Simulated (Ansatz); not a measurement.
`CC[SiH]N` radical. The species carries charge 0 and has multiplicity 2.

```xyz
12

C    -0.050    0.458   -1.461
C    -0.205    1.065   -0.067
Si    0.550    0.010    1.299
N    -0.240   -1.530    1.317
H    -0.510   -0.531   -1.513
H    -0.516    1.087   -2.225
H     1.003    0.340   -1.726
H    -1.263    1.226    0.169
H     0.262    2.054   -0.020
H     1.988   -0.290    1.005
H    -1.237   -1.577    1.465
H     0.218   -2.312    1.757
```

(1) What are the harmonic wavenumbers in cm⁻¹ at PBE0-D4/def2-TZVP (Ansatz, finite differences of forces, unscaled)? (An estimate is asked.)

(2) Is this a minimum?

(3) Give the ideal-gas thermochemistry at 298.15 K and 1 bar (rigid rotor, harmonic oscillator; point group C1, symmetry number 1).

(4) And at 400, 500, 600, 800 and 1000 K?

## Answers

(1) The calculation gave: 86, 159, 198, 224, 333, 446, 607, 635, 669, 752, 841, 889, 973, 982, 1041, 1249, 1257, 1400, 1441, 1491, 1492, 1582, 2147, 3040, 3043, 3083, 3108, 3127, 3591, 3685.

(2) Yes, all 30 modes are real.

(3) Zero-point energy 260.6 kJ/mol; H(298) − E = 280.9 kJ/mol; entropy 336.0 J/(mol·K), of which translation 162.6, rotation 106.6, vibration 61.1, electronic 5.8; G(298) − E = 180.7 kJ/mol. Modes under 100 cm⁻¹ are hindered rotations or soft bends, so the harmonic entropy is rough.

(4) 
```json
{"T (K)": "400", "H − E (kJ/mol)": "292.7", "S (J/mol/K)": "370.1", "G − E (kJ/mol)": "144.7"}
{"T (K)": "500", "H − E (kJ/mol)": "306.5", "S (J/mol/K)": "400.8", "G − E (kJ/mol)": "106.1"}
{"T (K)": "600", "H − E (kJ/mol)": "322.0", "S (J/mol/K)": "429.0", "G − E (kJ/mol)": "64.6"}
{"T (K)": "800", "H − E (kJ/mol)": "357.3", "S (J/mol/K)": "479.6", "G − E (kJ/mol)": "-26.4"}
{"T (K)": "1000", "H − E (kJ/mol)": "396.9", "S (J/mol/K)": "523.7", "G − E (kJ/mol)": "-126.8"}
```
